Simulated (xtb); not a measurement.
Cl3La, charge -1, doublet, geometry from GFN2-xTB of the parent state (such geometries of metal compounds can be far from the true shape) (a state made from the parent by changing its charge; the spin is typed, not shown lowest); xtb with GFN0-xTB.

xtb was given this input:
```
$ xtb mol.xyz --gfn 0 --chrg -1 --uhf 1 --json

# file mol.xyz
4

La     0.19334028    -0.19046844    -0.61524174
Cl    -1.96926279    -0.82209264     0.45709470
Cl    -0.10301305     2.17690188     0.11512742
Cl     1.42401726    -0.71617979     1.49064724
```

What the program printed (banner, timings and long lists left out):

```
   ID    Z sym.   atoms
    1   57 La     1
    2   17 Cl     2-4

           -------------------------------------------------
          |                Calculation Setup                |
           -------------------------------------------------

           -------------------------------------------------
          |                 G F N 0 - x T B                 |
           -------------------------------------------------

          ...................................................
          :                      SETUP                      :
          :.................................................:
          :  # basis functions                  40          :
          :  # atomic orbitals                  36          :
          :  # shells                           12          :
          :  # electrons                        25          :
          :  electronic temp.          300.0000000     K    :
          :  accuracy                    1.0000000          :
          :  -> integral cutoff          0.2500000E+02      :
          :  -> integral neglect         0.1000000E-07      :
          ...................................................

         :::::::::::::::::::::::::::::::::::::::::::::::::::::
         ::                     SUMMARY                     ::
         :::::::::::::::::::::::::::::::::::::::::::::::::::::
         :: total energy             -15.445824326894 Eh    ::
         :: gradient norm              0.052563802918 Eh/a0 ::
         :: HOMO-LUMO gap              0.477707539823 eV    ::
         ::.................................................::
         :: H0 energy                -14.181589568489 Eh    ::
         :: repulsion energy           0.016442899519 Eh    ::
         :: electrostat energy        -1.279357978067 Eh    ::
         :: -> Gsolv                   0.000000000000 Eh    ::
         ::    -> Gsasa                0.000000000000 Eh    ::
         ::    -> Gshift               0.000000000000 Eh    ::
         :: dispersion energy         -0.001319679857 Eh    ::
         :: short-range corr.          0.000000000000 Eh    ::
         :: add. restraining           0.000000000000 Eh    ::
         :: total charge              -1.000000000000 e     ::
         :::::::::::::::::::::::::::::::::::::::::::::::::::::

           -------------------------------------------------
          |                Property Printout                |
           -------------------------------------------------

    * Orbital Energies and Occupations

         #    Occupation            Energy/Eh            Energy/eV
      -------------------------------------------------------------
         1        2.0000           -0.9746893             -26.5226
         2        2.0000           -0.9746893             -26.5226
         3        2.0000           -0.9739689             -26.5030
         4        2.0000           -0.4721270             -12.8472
         5        2.0000           -0.4489153             -12.2156
         6        2.0000           -0.4481535             -12.1949
         7        2.0000           -0.4481535             -12.1949
         8        2.0000           -0.4450055             -12.1092
         9        2.0000           -0.4450055             -12.1092
        10        2.0000           -0.4391032             -11.9486
        11        2.0000           -0.4391032             -11.9486
        12        2.0000           -0.4380764             -11.9207
        13        0.9999           -0.2876082              -7.8262 (HOMO)
        14        0.0001           -0.2700528              -7.3485 (LUMO)
        15        0.0001           -0.2700528              -7.3485
        16                         -0.2625264              -7.1437
        17                         -0.2192534              -5.9662
        18                         -0.2192534              -5.9662
        19                         -0.0583160              -1.5869
        20                         -0.0582456              -1.5849
        21                         -0.0582456              -1.5849
        22                         -0.0580899              -1.5807
        23                         -0.0574186              -1.5624
        24                         -0.0573921              -1.5617
       ...                                ...                  ...
        36                          0.5787177              15.7477
      -------------------------------------------------------------
                  HL-Gap            0.0175554 Eh            0.4777 eV
             Fermi-level            0.0000000 Eh            0.0000 eV

     #   Z          covCN         q      C6AA      α(0)
     1  57 La       2.122     0.712   607.443    74.646
     2  17 Cl       0.708    -0.571   115.817    16.447
     3  17 Cl       0.708    -0.571   115.817    16.447
     4  17 Cl       0.708    -0.571   115.817    16.447

 Mol. C6AA /au·bohr⁶  :       3074.964129
 Mol. C8AA /au·bohr⁸  :     351970.435112
 Mol. α(0) /au        :        123.988559

Wiberg/Mayer (AO) data.
largest (>0.10) Wiberg bond orders for each atom

 ---------------------------------------------------------------------------
     #   Z sym  total        # sym  WBO       # sym  WBO       # sym  WBO
 ---------------------------------------------------------------------------
     1  57 La   2.097 --     2 Cl   0.699     3 Cl   0.699     4 Cl   0.699
     2  17 Cl   0.725 --     1 La   0.699
     3  17 Cl   0.725 --     1 La   0.699
     4  17 Cl   0.725 --     1 La   0.699
 ---------------------------------------------------------------------------

Topologies differ in total number of bonds
Writing topology from bond orders to xtbtopo.mol

 dipole moment from electron density (au)
     X       Y       Z
   0.7150  -0.7043  -2.2751  total (Debye):    6.320

           -------------------------------------------------
          | TOTAL ENERGY              -15.445824326894 Eh   |
          | GRADIENT NORM               0.052563802918 Eh/α |
          | HOMO-LUMO GAP               0.477707539823 eV   |
           -------------------------------------------------

normal termination of xtb
```
